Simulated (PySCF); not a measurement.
PW91 on Sb⁻ (antimony, charge -1), [Kr] 4d10 5s2 5p4, high-spin 3P determinant. Computed with PySCF 2.14 in aug-cc-pwCVQZ-PP with ECP28MDF (10s10p8d6f4g1h, 169 functions), with scalar relativity through the core potential.

```
cycle= 1 E= -240.339543114591  delta_E= -0.0138  |g|= 0.0341  |ddm|= 0.763
cycle= 2 E= -240.339417952581  delta_E= 0.000125  |g|= 0.0229  |ddm|= 0.125
cycle= 3 E= -240.339919396066  delta_E= -0.000501  |g|= 0.0187  |ddm|= 0.106
cycle= 4 E= -240.340172451273  delta_E= -0.000253  |g|= 0.00153  |ddm|= 0.0321
cycle= 5 E= -240.340175479337  delta_E= -3.03e-06  |g|= 0.000373  |ddm|= 0.00449
cycle= 6 E= -240.340175663338  delta_E= -1.84e-07  |g|= 5.03e-05  |ddm|= 0.00143
cycle= 7 E= -240.340175669008  delta_E= -5.67e-09  |g|= 1.06e-05  |ddm|= 0.000262
cycle= 8 E= -240.340175669189  delta_E= -1.82e-10  |g|= 6.55e-07  |ddm|= 4.05e-05
converged SCF energy = -240.340175669189  <S^2> = 2.0079939  2S+1 = 3.0053246
```

Highest occupied orbital energy: 1.349 eV; ⟨L²⟩ = 2.04; populations by l: s 4.00, p 10.00, d 10.00, f 0.00.

(1) Can this result be used?

Results:

(1) With care. Self-consistency was reached. Energies and moments cover only the electrons outside the core potential. At PW91 the highest occupied level has a positive energy, so only the finite basis holds that electron; in a semilocal or global hybrid functional this comes from self-interaction and does not mean that the real anion is unbound.
